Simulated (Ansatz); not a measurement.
`C[S][Al]([F])[Cl]` + H–F → `[F][Al]([F])[Cl]` + CH₃SH at 298.15 K and 1 bar (ligand exchange at the Al–S bond).

Computed with Ansatz on PBE0-D4/def2-TZVP structures; ΔE is electronic, products minus reactants. CCSD(T)/CBS is the MP2 limit (def2-TZVPP, def2-QZVPP) plus CCSD(T) − MP2 in def2-TZVPP, frozen cores. This one scheme is used for every species. One conformer a species, not always the lowest.

| species | CCSD(T)/CBS energy (Eh) | H − E (kJ/mol) | S (J/(mol·K)) |
| --- | --- | --- | --- |
| `C[S][Al]([F])[Cl]` | -1239.41425 | 137.0 | 371.7 |
| H–F | -100.39570 | 33.5 | 173.6 |
| `[F][Al]([F])[Cl]` | -901.60711 | 32.7 | 298.8 |
| CH₃SH | -438.22835 | 133.0 | 253.2 |

H − E and S are ideal-gas, rigid-rotor, harmonic terms from PBE0-D4/def2-TZVP, for one conformer and one mirror image of each species. 1 Eh = 2625.50 kJ/mol, R = 8.31446 J/(mol·K).

Question: By hand: ΔE, ΔH, ΔS and ΔG.

Answer: ΔE = (-901.60711) + (-438.22835) − (-1239.41425) − (-100.39570) = -0.02551 Eh = -67.0 kJ/mol. Δ(H − E) = 32.7 + 133.0 − 137.0 − 33.5 = -4.8, so ΔH = -71.8 kJ/mol. ΔS = 298.8 + 253.2 − 371.7 − 173.6 = 6.7 J/(mol·K). ΔG = -71.8 − 298.15 × (6.7)/1000 = -73.8 kJ/mol.

Question: By hand: the equilibrium constant, and the temperature at which ΔG would vanish if ΔH and ΔS stayed fixed.

Answer: log₁₀ K = −ΔG/(RT ln 10) = 12.9. ΔH and −TΔS have one sign here, so there is no such temperature.

The number of gas molecules stays the same, so ΔS is small and ΔH decides. A doubt of 5 kJ/mol in ΔE shifts log₁₀ K by 0.9 here. Other conformers and mirror images would add mixing entropy, several J/(mol·K) or more a flexible species. Modes under 60 cm⁻¹, often nearly free rotors, make the harmonic entropy too high. These are equilibria of isolated gas molecules and say nothing of rates. Largest T1 diagnostic: 0.012 (customary marks: 0.02 for closed shells, 0.045 for open ones).

ΔS is within the doubt of such terms, so its sign, and with it that verdict, could turn.
